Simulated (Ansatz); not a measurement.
Isolated molecules relaxed with PBE0-D4/def2-TZVP in Ansatz; ΔE leaves out vibrations. CCSD(T)/CBS is the MP2 limit (def2-TZVPP, def2-QZVPP) plus CCSD(T) − MP2 in def2-TZVPP, frozen cores. Functionals use def2-TZVPP. Each species was taken in one conformer, which may not be the lowest.

Reaction (redistribution): `[OH][Al]([SH])[O][SiH3]` + `NB([SiH3])CF` → `[NH2][Al]([SH])[O][SiH3]` + `OB([SiH3])CF`

Q: Is it downhill or uphill in electronic energy at CCSD(T)/CBS, and by how much? (Estimate.)

A: The calculation gave: Uphill: ΔE = +13.6 kcal/mol.

Q: What do these levels give: PBE-D4, PBE0-D4, ωB97X-V, r2SCAN, SCS-MP2/def2-QZVPP, CCSD/CBS(def2)? (Best estimate.)

A: Computed: PBE-D4 13.5, PBE0-D4 13.4, ωB97X-V 12.9, r2SCAN 13.7, SCS-MP2/def2-QZVPP 13.8, CCSD/CBS(def2) 13.4 kcal/mol.

Largest T1 diagnostic among the species: 0.013.

In def2-TZVPP, CCSD(T) changes the Hartree–Fock value by +1.4 kcal/mol (the triples alone add +0.2 kcal/mol) and MP2 by +2.1 kcal/mol.
